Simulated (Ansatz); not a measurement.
C3H7BO, SMILES `CB/C=C/O`, relaxed with RKS PBE-D4/def2-SVP in Ansatz from a rough embedded geometry. The force threshold is 0.03 eV/Å; the program also tests the step.

Charge 0, multiplicity 1.

Start:

```xyz
12

C    -0.186    0.298   -1.776
B     0.964   -0.071   -0.818
C     0.718   -0.219    0.712
C    -0.411   -0.101    1.375
O    -0.579   -0.218    2.701
H     0.167    0.300   -2.856
H    -0.977   -0.542   -1.742
H    -0.664    1.214   -1.514
H     2.093   -0.233   -1.270
H     1.632   -0.452    1.334
H    -1.314    0.151    0.709
H    -1.443   -0.128    3.145
```

```csv
step,energy (eV),largest force (eV/Å),largest move (Å)
1,-5935.4549,3.717,0.000
2,-5935.7946,1.373,0.071
3,-5935.8624,0.540,0.127
4,-5935.8826,0.639,0.200
5,-5935.8946,0.130,0.080
6,-5935.9121,0.157,0.200
7 (rejected),-5935.8972,0.831,0.196
8,-5935.9215,0.069,0.098
9,-5935.9270,0.214,0.100
10,-5935.9389,0.068,0.150
11 (rejected),-5935.9345,0.294,0.035
12,-5935.9401,0.022,0.017
13,-5935.9433,0.156,0.098
14,-5935.9444,0.187,0.065
15,-5935.9474,0.010,0.044
```

End:

```xyz
12

C    -0.242    0.216   -1.777
B     0.910   -0.205   -0.784
C     0.789   -0.293    0.743
C    -0.368    0.006    1.398
O    -0.498   -0.072    2.738
H     0.114    1.034   -2.442
H    -0.445   -0.632   -2.469
H    -1.210    0.530   -1.335
H     1.989   -0.494   -1.287
H     1.634   -0.609    1.379
H    -1.270    0.333    0.846
H    -1.404    0.185    2.990
```

Hardware: 4 threads of a server CPU on a shared host. Wall time 8.5 s, peak host memory 0.15 GiB.
